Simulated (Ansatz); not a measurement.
Geometry optimisation, UKS B3LYP-D4/6-31G in Ansatz.

input.yaml

```yaml
crystal:
  periodic: [false, false, false]
  atoms:
    - { symbol: C, position_ang: [0.9289, -2.2349, -0.1735] }
    - { symbol: C, position_ang: [1.6016, -0.8507, -0.1657] }
    - { symbol: B, position_ang: [0.5428, 0.374, -0.1526] }
    - { symbol: Si, position_ang: [0.539, 1.6035, -1.6487] }
    - { symbol: Si, position_ang: [-0.5607, 0.6681, 1.3892] }
    - { symbol: C, position_ang: [-2.3511, 0.5508, 0.8906] }
    - { symbol: H, position_ang: [0.2479, -2.2599, -1.0733] }
    - { symbol: H, position_ang: [1.6648, -2.9941, -0.2381] }
    - { symbol: H, position_ang: [0.2754, -2.305, 0.7765] }
    - { symbol: H, position_ang: [2.2606, -0.7879, 0.7548] }
    - { symbol: H, position_ang: [2.2359, -0.7705, -1.0477] }
    - { symbol: H, position_ang: [1.7946, 2.2332, -1.8385] }
    - { symbol: H, position_ang: [-0.5924, 2.6533, -1.3844] }
    - { symbol: H, position_ang: [0.0559, 0.8522, -2.8311] }
    - { symbol: H, position_ang: [-0.3091, 2.0036, 1.9499] }
    - { symbol: H, position_ang: [-0.2654, -0.2977, 2.456] }
    - { symbol: H, position_ang: [-2.9913, 0.7257, 1.7739] }
    - { symbol: H, position_ang: [-2.5472, -0.4586, 0.4905] }
    - { symbol: H, position_ang: [-2.572, 1.2904, 0.1285] }
magnetization:
  spin_polarized: true
basis:
  gaussian: { orbitals: "6-31G" }
hamiltonian:
  xc: b3lyp
  dispersion: d4
relax:
  f_tol: 0.02
  max_steps: 50
```

Run as:

```bash
$ ansatz run input.yaml --threads 2 --pin off --max-ram 3072MiB --backend cpu --events-out ev --progress --plain --runs-dir out
```

Where does it end, and by what steps?

It converged. The force dipped under the threshold on the way, but the program's further checks kept it going. Limits of this set-up: no polarisation functions. After 24 steps the energy has fallen by 0.688 eV; H13 moved furthest, 1.01 Å.

```
step  energy less start (eV)  largest force component (eV/Å)  accepted
   0                  0.0000                           2.716       yes
   1                 -0.5863                           1.008       yes
   2                 -0.6631                           0.363       yes
   3                 -0.6705                           0.096       yes
   4                 -0.6721                           0.033       yes
   5                 -0.6733                           0.078       yes
   6                 -0.6745                           0.149       yes
   7                 -0.6762                           0.124       yes
   8                 -0.6799                           0.092       yes
   9                 -0.6804                           0.111       yes
  10                 -0.6812                           0.099       yes
  11                 -0.6824                           0.043       yes
  12                 -0.6829                           0.011       yes
  13                 -0.6833                           0.014       yes
  14                 -0.6837                           0.035       yes
  15                 -0.6840                           0.026       yes
  16                 -0.6847                           0.024       yes
  17                 -0.6849                           0.060       yes
  18                 -0.6853                           0.037       yes
  19                 -0.6858                           0.017       yes
  20                 -0.6863                           0.053       yes
  21                 -0.6867                           0.040       yes
  22                 -0.6872                           0.025       yes
  23                 -0.6869                           0.106        no
  24                 -0.6879                           0.014       yes
```

```xyz
19
Properties=species:S:1:pos:R:3
C 1.040 -2.159 -0.421
C 1.736 -0.816 -0.014
B 0.613 0.281 -0.068
Si 0.346 1.338 -1.790
Si -0.599 0.594 1.537
C -2.453 0.856 1.094
H 0.607 -2.101 -1.426
H 1.772 -2.973 -0.420
H 0.242 -2.426 0.281
H 2.160 -0.944 0.992
H 2.568 -0.635 -0.707
H 1.338 2.479 -1.798
H -1.018 1.948 -1.974
H 0.643 0.508 -3.016
H -0.089 1.842 2.227
H -0.474 -0.523 2.548
H -3.038 1.071 1.994
H -2.871 -0.040 0.620
H -2.564 1.694 0.398
```

Whether the end is a true minimum wasn't checked by a vibrational analysis.

Run time: 3 min on 2 threads of Intel(R) Xeon(R) Platinum 8488C (Sapphire Rapids), on a shared host, peak memory 0.37 GiB.
